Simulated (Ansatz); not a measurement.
`F[Si@H]1N[C@@H]1[SiH3]`, charge 0, multiplicity 1.

(1) Give a relaxed structure at PBE0-D4/def2-TZVP (Ansatz 0.2.0). (Best estimate.)

## Answers

(1) Computed: 
Z-matrix (Å, degrees):
```
Si
N 1 1.688
C 1 1.817 2 51.7
F 1 1.586 2 117.4 3 112.6
H 1 1.471 2 123.5 3 -108.5
H 2 1.009 1 130.0 3 108.8
Si 3 1.862 1 120.5 2 -107.9
H 3 1.091 1 119.0 2 99.5
H 7 1.486 3 110.3 1 -105.3
H 7 1.490 3 111.1 1 133.7
H 7 1.490 3 109.2 1 15.3
```
This is one stationary point; other conformers may exist.
